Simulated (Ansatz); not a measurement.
Clusters of 5 atoms, halide: PBE0-D4/def2-TZVP single points in Ansatz on relaxed structures, gas phase. Each cluster is the lowest isomer that a short search found in that spin, judged at the geometry's level, and lower ones may exist. Core potentials for Au, Cs, Hg, I, no spin–orbit coupling. HOMO and LUMO are taken over both spins. Binding counts from free atoms in the multiplicity of their measured ground term, without zero-point energy. Singlets are spin-restricted. A dash marks a value that wasn't run or was left out as unsound. The structures are stationary points that may keep the symmetry of their start.

```tsv
species	atoms	state	geometry	HOMO (eV)	LUMO (eV)	gap (eV)	binding per atom (eV)	lowest of the spins relaxed	point group (within 0.1 Å)
Cs3F2	5	doublet	PBE-D4/def2-TZVP	-2.10	-0.89	1.21	2.49	doublet, of doublet/quartet	–
H2Au3⁺	5	singlet	PBE-D4/def2-TZVP	-12.79	-7.81	4.98	–	singlet, of singlet/triplet/quintet	–
Hg2F3	5	doublet	PBE0-D4/def2-SVP	-7.68	-4.81	2.87	1.45	–	Cs
K3I2⁺	5	singlet	r2SCAN-D4/def2-SVP	-9.21	-4.08	5.13	–	–	D3h
Cs3I2⁺	5	singlet	r2SCAN-D4/def2-SVP	-8.65	-3.72	4.93	–	–	D3h
```

(1) Estimate the rows for Zn2Br3 (doublet, PBE-D4/def2-SVP geometry); K2H3 (doublet, PBE0-D4/def2-TZVP geometry).

(1) 
```json
{"species": "Zn2Br3", "atoms": "5", "state": "doublet", "geometry": "PBE-D4/def2-SVP", "HOMO (eV)": "-6.35", "LUMO (eV)": "-3.57", "gap (eV)": "2.78", "binding per atom (eV)": "1.81", "lowest of the spins relaxed": "–", "point group (within 0.1 Å)": "C2v"}
{"species": "K2H3", "atoms": "5", "state": "doublet", "geometry": "PBE0-D4/def2-TZVP", "HOMO (eV)": "-2.44", "LUMO (eV)": "-1.18", "gap (eV)": "1.26", "binding per atom (eV)": "1.41", "lowest of the spins relaxed": "–", "point group (within 0.1 Å)": "Cs"}
```

The gap (eV) runs from 1.21 (Cs3F2) to 5.13 (K3I2⁺).
